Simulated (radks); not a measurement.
Values are calculated unless marked as measured or tabulated.
Spherical quantum dot in the effective-mass picture: electrons in a well V = -V0 / (1 + exp((r - R)/a)) with V0 = 10, R = 3.33, a = 0.27, with a point charge +2 (a donor) at the centre, all in effective atomic units (hartree* = m*/eps^2 hartree, bohr* = eps/m* bohr), one dielectric constant everywhere. Level of theory: non-relativistic Kohn-Sham, exchange-only LDA, spin-polarised, spherical densities (a radial shooting solver with Libxc functionals). Levels are named by radial order and angular momentum (1s, 1p, 1d, 2s, ...), and open shells are averaged over m. Each electron was tried in the lowest free levels, single moves between levels near the top were tried too, and the lowest total energy was kept; such a search can miss a lower state. The series stops at N = 19: beyond it a trial failed or the search could not be trusted, so later rows were left out. At N = 1 the Hartree and exchange-correlation terms need not cancel, so that row can carry a self-interaction error.

N	open shells	2S	E (hartree*)	mu = E(N) - E(N-1) (hartree*)	addition energy mu(N+1) - mu(N) (hartree*)	e(HOMO) (hartree*)	rms radius (bohr*)
1	1s(up 1, down 0)	1	-11.9050	-11.905	1.137	-11.465	0.8718
2	none	0	-22.6726	-10.768	1.744	-10.439	1.028
3	1p(up 1, down 0)	1	-31.6965	-9.0239	0.4066	-8.8262	1.390
4	1p(up 2, down 0)	2	-40.3139	-8.6174	0.4223	-8.4068	1.561
5	1p(up 3, down 0)	3	-48.5089	-8.1951	0.5939	-7.9834	1.671
6	1p(up 3, down 1)	2	-56.1101	-7.6012	0.3716	-7.4216	1.755
7	1p(up 3, down 2)	1	-63.3397	-7.2296	0.3916	-7.0350	1.819
8	none	0	-70.1776	-6.8380	0.6153	-6.6403	1.873
9	2s(up 1, down 0)	1	-76.4002	-6.2226	0.5025	-6.0156	1.922
10	none	0	-82.1204	-5.7201	0.6386	-5.4976	1.957
11	1d(up 1, down 0)	1	-87.2020	-5.0816	0.3666	-4.8985	2.003
12	1d(up 2, down 0)	2	-91.9169	-4.7150	0.3675	-4.5313	2.043
13	1d(up 3, down 0)	3	-96.2644	-4.3475	0.3674	-4.1637	2.078
14	1d(up 4, down 0)	4	-100.244	-3.9800	0.3669	-3.7965	2.110
15	1d(up 5, down 0)	5	-103.858	-3.6131	0.4856	-3.4299	2.138
16	1d(up 5, down 1)	4	-106.985	-3.1276	0.3530	-2.9514	2.164
17	1d(up 5, down 2)	3	-109.760	-2.7746	0.3544	-2.5976	2.189
18	1d(up 5, down 3)	2	-112.180	-2.4203	0.3548	-2.2429	2.211
19	1d(up 5, down 4)	1	-114.245	-2.0654	-	-1.8880	2.232

All shells are closed at N = 2, 8, 10 (there: 1s2 1p6 2s2); the second difference of the energy has clear peaks (12 % above both neighbours; the first and last values, which can be the largest, are not judged, and half-filled shells can peak too) at N = 2, 5, 8, 10, 15.
